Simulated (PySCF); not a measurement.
Which level of theory gave which numbers?

Compound: C6H15PS.
SMILES: `CCP(=S)(CC)CC`

The closed-shell ground state was solved 4 times with PySCF (density fitting, gas phase), always in the pcSseg-1 basis (225 functions), with these functionals: B97-2, BP86, LDA and wB97X-D. One conformer (not necessarily the lowest) at the PBE0-D3(BJ)/def2-SVP geometry, without solvent, vibrations or thermal averaging.

```tsv
row	total energy (Eh)	HOMO (eV)	LUMO (eV)	dipole (D)
P	-972.3307	-5.15	-0.30	4.71
Q	-977.1167	-7.98	2.52	5.09
R	-977.2728	-5.12	0.00	4.75
S	-977.1613	-5.91	0.79	4.95
```

Problem. Which functional belongs to which row?

Solution. P = LDA, Q = wB97X-D, R = BP86, S = B97-2. By rising HOMO–LUMO gap: LDA (LDA) 4.85 eV; BP86 (GGA) 5.12 eV; B97-2 (global hybrid, 21 % exact exchange) 6.70 eV; wB97X-D (range-separated hybrid) 10.50 eV. Total energies of different functionals aren't bounds to one another; each is stationary for its own functional.

Shape of the structure used: `[CH3:1][CH2:2][P:3](=[S:4])([CH2:5][CH3:6])[CH2:7][CH3:8]`: C1–C2–P3–S4 -57°, C2–P3–C5–C6 -178°, C2–P3–C7–C8 56°.

Note: wB97X-D ran without an empirical dispersion term, which enters the total energy and its gradient alone.
